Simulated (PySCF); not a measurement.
C2NiO2, multiplicity 1. Atoms are numbered in the order given.

```xyz
5

Ni     0.0000     0.0000    -0.4845
O      0.0000    -2.6132     0.7393
C      0.0000    -1.6313     0.1448
O      0.0000     2.6132     0.7393
C      0.0000     1.6313     0.1448
```

Geometry optimised at B3LYP-D3(BJ)/def2-SVP. The spin state was assumed, not searched.

All values below come from PySCF with ωB97X/def2-TZVP.

The total energy is -1735.08646 hartree. The point group comes out as C2v. The highest occupied level is -9.18 eV and the lowest empty level is -0.01 eV. The orbital gap is 9.17 eV, the dipole moment comes out as 1.38 D and the quadrupole, principal values (traceless, Buckingham form, about the centre of nuclear charge) is -5.49, 2.67, 2.83 D·Å. The mean static polarisability is 55.8 bohr³ (8.27 Å³). The polarisability, principal values is 34.7, 42.2, 90.5 bohr³.
